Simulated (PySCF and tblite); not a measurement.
Results of a calculation; reference values are marked as such.
C₈H₁₀, numbered as in [CH2:1]=[CH:2][C:3]1=[CH:4][CH2:5][CH2:6][CH:7]=[CH:8]1.

The ensemble was built from 60 distance-geometry starts (ETKDG and KDG, MMFF94s, GFN2-xTB) and rests on GFN2-xTB geometries. Free energies are PBE0-D3(BJ)/def2-SVP (IEF-PCM, chloroform) single points with GFN2-xTB rigid-rotor and vibrational terms (modes under about 100 cm⁻¹ blended into free rotors). Symmetry numbers and mirror images are counted. Conformers within 3 kcal/mol (GFN2-xTB free energy) were kept, 7 at most. Couplings: B3LYP/6-31G* with pcJ-1 on H (gas phase; spin-dipole term only for pairs with B, N, F, Si or P). Couplings are for ¹H; a prime marks the second kind of pair between the same two sets of atoms. H–H couplings come out 0.1 to 0.9 Hz lower than with pcJ-1 on all atoms. Of two unlike H on one atom, a is the less shielded (KT3/pcSseg-1 (IEF-PCM, chloroform)). (PySCF 2.14, tblite 0.8.)

Torsions listed: C1–C2–C3–C4. The 6-ring runs over atoms 3–4–5–6–7–8. Of a mirror pair one member is shown.

| conformer | shape | weight % |
| --- | --- | --- |
| 1 | 6-ring half-chair (ring torsions 32, -45, 33, -2, -16, 0°); 171° | 98.3 |
| 2 | 6-ring half-chair (ring torsions 32, -45, 32, -1, -16, -1°); 18° | 1.7 |

Q: Give the couplings in each conformer and the averages at 298.15 K (pairs that fast motion interchanges averaged).

A: 
| coupling | pairs | 1 | 2 | average (Hz) |
| --- | --- | --- | --- | --- |
| ²J(H1a,H1b) | 1 | -1.1 | -0.9 | -1.1 |
| ³J(H1a,H2) | 1 | 17.1 | 17.1 | 17.1 |
| ³J(H1b,H2) | 1 | 12.3 | 12.3 | 12.3 |
| ³J(H4,H5) | 2 | 6.1 | 6.6 | 6.1 |
| ²J(H5,H5) | 1 | -18.7 | -19.6 | -18.8 |
| ³J(H5,H6) | 2 | 9.3 | 9.9 | 9.3 |
| ³J(H5,H6′) | 2 | 11.9 | 12.8 | 11.9 |
| ²J(H6,H6) | 1 | -17.5 | -17.7 | -17.5 |
| ³J(H6,H7) | 2 | 5.4 | 5.5 | 5.4 |
| ³J(H7,H8) | 1 | 11.3 | 11.0 | 11.3 |
